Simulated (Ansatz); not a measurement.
CH₇NO₃Si, SMILES `CO[Si](N)(O)O`. The species carries charge 0 and has multiplicity 1. All single points use the PBE0-D4/def2-TZVP geometry. It is one conformer, not always the lowest.

```xyz
13

C    -0.822   -1.646    0.643
O    -0.665   -0.260    0.850
Si    0.344    0.685   -0.025
N    -0.001    0.523   -1.677
O     1.925    0.275    0.077
O     0.138    2.169    0.641
H    -1.730   -1.970    1.154
H     0.028   -2.200    1.053
H    -0.910   -1.883   -0.422
H    -0.914    0.722   -2.047
H     0.724    0.674   -2.357
H     2.415    0.694    0.786
H    -0.532    2.216    1.324
```

Question: What is the dipole moment at ωB97M-V/def2-TZVPP? (Estimate.)

Answer: Computed: 0.82 D, with components (-0.79, -0.22, 0.10) D in this frame, pointing from negative to positive charge.

Question: And with PBE, r2SCAN, B3LYP? (An estimate is asked.)

Answer: Ansatz gave: PBE 0.75 D, r2SCAN 0.79 D, B3LYP 0.82 D.

Question: Give the Mulliken charges with ωB97M-V, PBE, B3LYP in def2-TZVPP. (Best estimate.)

Answer: Computed: 
```
atom  ωB97M-V    PBE  B3LYP
  C1    -0.16  -0.12  -0.11
  O2    -0.38  -0.32  -0.39
 Si3     0.72   0.56   0.74
  N4    -0.36  -0.38  -0.40
  O5    -0.39  -0.36  -0.40
  O6    -0.39  -0.36  -0.41
  H7     0.12   0.10   0.10
  H8     0.12   0.09   0.10
  H9     0.11   0.08   0.09
 H10     0.12   0.15   0.14
 H11     0.13   0.16   0.15
 H12     0.18   0.20   0.19
 H13     0.19   0.20   0.20
```

B3LYP here is the variant with VWN-RPA as its local correlation; programs differ in this.
